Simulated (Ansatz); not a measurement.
CH4SSi, SMILES `[SiH3][C]S` (excited triplet; Si–C–S–H torsion 103°) (charge 0, multiplicity 3). This triplet is an excited state, 0.50 eV above the relaxed singlet at the level frozen-core CCSD(T)/cc-pVTZ // PBE0-D3(BJ)/def2-TZVP (Ansatz, a first-principles code).

Cartesian coordinates (Å):
```xyz
7

Si    -0.9827     0.3615    -0.4579
C      0.6756    -0.2859    -0.8418
S      2.2869    -0.2531    -0.4007
H     -1.4988    -0.2367     0.8059
H     -1.9092     0.0145    -1.5641
H     -0.9400     1.8426    -0.3037
H      2.3681    -1.4429     0.2401
```
Charge 0, spin multiplicity 3.

Frozen-core energies in 6-31g from Ansatz at a geometry from PBE0-D3(BJ)/def2-TZVP; the HF reference has <S^2> = 2.03 and the T1 diagnostic is 0.019.

```tsv
level	energy (Ha)
HF	-726.41737
MP2	-726.57378
CCSD	-726.61426
```

**Question.** Estimate the energies of CCSD(T), CCSDT and CCSDT(Q), and give each level's difference from CCSDT(Q).

**Answer.** 
| level | energy (Ha) | difference from CCSDT(Q) (mHa) |
|---|---|---|
| MP2 | -726.57378 | 45.61 |
| CCSD | -726.61426 | 5.13 |
| CCSD(T) | -726.61824 | 1.16 |
| CCSDT | -726.61921 | 0.19 |
| CCSDT(Q) | -726.61940 | 0.00 |
